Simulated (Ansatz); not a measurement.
Consider the cleavage of the Ge–Si bond: `[AlH2][NH][SiH2][GeH3]` + `CCN[SiH2]Cl` → `CC[N]([GeH3])[SiH2]Cl` + `[AlH2][NH][SiH3]`.

Program: Ansatz. Geometries: PBE0-D4/def2-TZVP. ΔE: electronic, gas phase. CCSD(T)/CBS is the MP2 limit (def2-TZVPP, def2-QZVPP) plus CCSD(T) − MP2 in def2-TZVPP, frozen cores. DFT in def2-TZVPP. B3LYP here is the variant with VWN-RPA as its local correlation; programs differ in this. HSE06 is defined as in plane-wave codes. For Ge outer-core shells are correlated without core-valence functions, which leaves a few kJ/mol of doubt a bond. Scalar relativity is left out up to krypton. One conformer a species, not always the lowest.

```tsv
level	ΔE (kcal/mol)	difference from CCSD(T)/CBS
LDA (SPW92)	5.3	4.3
PBE-D4	5.3	4.3
revPBE-D4	4.0	3.0
BLYP-D4	2.5	1.5
r2SCAN-D4	3.6	2.6
B97M-V	2.4	1.4
PBE0-D4	4.5	3.5
B3LYP-D4	2.3	1.3
r2SCANh-D4	3.5	2.5
r2SCAN0-D4	3.4	2.4
HSE06-D4	4.5	3.5
CAM-B3LYP-D4	1.7	0.7
ωB97X-V	1.6	0.6
ωB97M-V	1.6	0.6
B2PLYP	1.9	0.9
PBE-QIDH	2.0	1.0
PBE	6.7	5.7
revPBE	7.5	6.5
BLYP	5.5	4.5
r2SCAN	4.0	3.0
PBE0	5.7	4.7
B3LYP	4.6	3.6
r2SCANh	4.0	3.0
r2SCAN0	3.8	2.8
HSE06	5.7	4.7
BHLYP	2.8	1.8
CAM-B3LYP	3.0	2.0
LC-ωPBE	3.9	2.9
HF/def2-SVP	0.2	-0.8
MP2/def2-SVP	-2.6	-3.6
HF/def2-TZVPP	0.7	-0.3
MP2/def2-TZVPP	-1.7	-2.7
SCS-MP2/def2-TZVPP	-1.9	-2.9
CCSD(T)/def2-TZVPP	-0.1	-1.1
HF/def2-QZVPP	0.6	-0.4
MP2/def2-QZVPP	-1.1	-2.1
SCS-MP2/def2-QZVPP	-1.4	-2.4
HF/CBS(def2)	0.5	-0.5
MP2/CBS(def2)	-0.6	-1.6
CCSD/CBS(def2)	1.3	0.3
CCSD(T)/CBS	1.0	0
```

Question: What do rigid-rotor, harmonic-oscillator terms from PBE0-D4/def2-TZVP frequencies (298.15 K, 1 bar) make of the CCSD(T)/CBS value? (Estimate.)

Answer: Ansatz gave: ΔZPE = -1.4 kcal/mol, ΔH = -0.6 kcal/mol, ΔS = -10 J/(mol·K), ΔG = +0.1 kcal/mol. Modes under 50 cm⁻¹ make the entropy rough.

Largest T1 diagnostic among the species: 0.012.

From BLYP to BHLYP (50 % exact exchange), in def2-TZVPP and without D4, ΔE moves by −2.6 kcal/mol. The D4 term adds −2.3 kcal/mol with B3LYP and −1.2 kcal/mol with PBE0; it sums over pairs of atoms, weighted by their polarisabilities, and B3LYP, whose exchange is more repulsive, gets the larger term.
